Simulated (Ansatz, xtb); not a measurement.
Pair of molecules: H2O (SMILES O) (first 3 atoms) with H2S (SMILES S); geometry from B3LYP-D3(BJ)/def2-TZVP, rigid monomers moved along the line of their centres of mass till O1···H5 is 1.93 Å.
(charge 0, multiplicity 1):
```xyz
6

O      0.06629     0.37067    -0.00445
H      0.92963     0.60300    -0.36284
H     -0.20268    -0.42895    -0.46928
S      0.01993     0.06930     3.25712
H     -0.00419     0.24354     1.91996
H     -0.89104     1.03205     3.46874
```

Counterpoise-corrected where a basis set is named; no monomer relaxation.

Programs: Ansatz (Gaussian orbitals); xtb for the GFN methods. Values without a source in brackets are computed.

What interaction energy does HF/aug-cc-pV(D+d)Z give?

2 kJ/mol

What is the computed interaction energy (GFN-FF)?

-11 kJ/mol

Estimate the interaction energy that GFN2-xTB returns for this input.

-17 kJ/mol

Ansatz is a first-principles code.
